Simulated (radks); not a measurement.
Values are calculated unless marked as measured or tabulated.
Question: Spherical quantum dot in the effective-mass picture: electrons in a hard-walled sphere of radius 8.62, with a point charge +1 (a donor) at the centre, all in effective atomic units (hartree* = m*/eps^2 hartree, bohr* = eps/m* bohr), one dielectric constant everywhere. Level of theory: non-relativistic Kohn-Sham, exchange-only LDA, spin-polarised, spherical densities (a radial shooting solver with Libxc functionals). Levels are named by radial order and angular momentum (1s, 1p, 1d, 2s, ...), and open shells are averaged over m. Results are scaled to m* = 0.044 and eps = 4.4, for which hartree* = 61.84 meV and bohr* = 5.292 nm. At N = 17 the configuration is 1s2 1p6 1d(up 5, down 3) 2s(up 1, down 0). Does electron 18 go into 1f up or 1d down or 1f down?

Answer: Into 1d down. The total energies of the other choices lie higher by 3.66 meV (1f up), 4.70 meV (1f down).
